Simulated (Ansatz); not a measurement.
GaCl2H (GaHCl2), 4 atoms. Hardware: 4 threads of Arm Neoverse V1 on a shared host.

Correlated methods freeze 19 core orbitals; core or outer-core shells of Ga are correlated, in sets that lack core-valence functions. In CCSD on the charge 1 doublet the largest single amplitude is 0.19, so its Hartree–Fock determinant may place the open shell otherwise than the density functionals do.

**Question.** How many basis functions does each of these Ansatz runs have, and roughly what does it cost? PBE0-D4/def2-TZVPD, charge -1 doublet at the geometry of the charge 0 singlet, energy; r2SCAN-D4/def2-TZVP, charge 0 triplet at the geometry of the charge 0 singlet, energy, from earlier orbitals; RPA@PBE/def2-TZVP, charge 0 singlet, energy, from earlier orbitals; PBE-D4/def2-TZVPD, charge 0 singlet, energy, from earlier orbitals; CCSD(T)/def2-TZVPP, charge 1 doublet at the geometry of the charge 0 singlet, energy, from earlier orbitals; PBE-D4/def2-TZVP, charge 0 triplet at the geometry of the charge 0 singlet, energy, from earlier orbitals; BLYP-D4/def2-TZVP, charge 0 singlet, energy, from earlier orbitals; PBE0-D4/def2-TZVP, charge 0 triplet at the geometry of the charge 0 singlet, energy; HSE06-D4/def2-TZVP, charge 0 singlet, energy, from earlier orbitals; PBE-D4/def2-TZVP, charge 0 singlet, relaxation, 3 steps; PBE-D4/def2-SVP, charge 0 singlet, energy, from earlier orbitals; r2SCANh-D4/def2-TZVP, charge 0 singlet, energy and forces, from earlier orbitals.

**Answer.** Other jobs shared the machine, so times can vary by a factor of up to 3. A dash marks memory too small to be measured apart from the calling script's.

```json
{"run": "PBE-D4/def2-SVP, charge 0 singlet, energy, from earlier orbitals", "functions": "73", "fitting or Cholesky vectors": "803", "wall time": "0.5 s", "peak host memory (GiB)": "–"}
{"run": "BLYP-D4/def2-TZVP, charge 0 singlet, energy, from earlier orbitals", "functions": "128", "fitting or Cholesky vectors": "924", "wall time": "0.86 s", "peak host memory (GiB)": "–"}
{"run": "PBE-D4/def2-TZVPD, charge 0 singlet, energy, from earlier orbitals", "functions": "155", "fitting or Cholesky vectors": "987", "wall time": "1.1 s", "peak host memory (GiB)": "–"}
{"run": "HSE06-D4/def2-TZVP, charge 0 singlet, energy, from earlier orbitals", "functions": "128", "fitting or Cholesky vectors": "993", "wall time": "1.3 s", "peak host memory (GiB)": "–"}
{"run": "RPA@PBE/def2-TZVP, charge 0 singlet, energy, from earlier orbitals", "functions": "128", "fitting or Cholesky vectors": "799", "wall time": "1.5 s", "peak host memory (GiB)": "–"}
{"run": "PBE-D4/def2-TZVP, charge 0 singlet, relaxation, 3 steps", "functions": "128", "fitting or Cholesky vectors": "924", "wall time": "2.1 s", "peak host memory (GiB)": "–"}
{"run": "PBE-D4/def2-TZVP, charge 0 triplet at the geometry of the charge 0 singlet, energy, from earlier orbitals", "functions": "128", "fitting or Cholesky vectors": "924", "wall time": "2.5 s", "peak host memory (GiB)": "–"}
{"run": "r2SCANh-D4/def2-TZVP, charge 0 singlet, energy and forces, from earlier orbitals", "functions": "128", "fitting or Cholesky vectors": "947", "wall time": "2.8 s", "peak host memory (GiB)": "–"}
{"run": "r2SCAN-D4/def2-TZVP, charge 0 triplet at the geometry of the charge 0 singlet, energy, from earlier orbitals", "functions": "128", "fitting or Cholesky vectors": "924", "wall time": "5.5 s", "peak host memory (GiB)": "–"}
{"run": "PBE0-D4/def2-TZVP, charge 0 triplet at the geometry of the charge 0 singlet, energy", "functions": "128", "fitting or Cholesky vectors": "993", "wall time": "8 s", "peak host memory (GiB)": "0.59"}
{"run": "PBE0-D4/def2-TZVPD, charge -1 doublet at the geometry of the charge 0 singlet, energy", "functions": "155", "fitting or Cholesky vectors": "1091", "wall time": "9.5 s", "peak host memory (GiB)": "0.59"}
{"run": "CCSD(T)/def2-TZVPP, charge 1 doublet at the geometry of the charge 0 singlet, energy, from earlier orbitals", "functions": "146", "fitting or Cholesky vectors": "897", "wall time": "25 s", "peak host memory (GiB)": "1.3"}
```
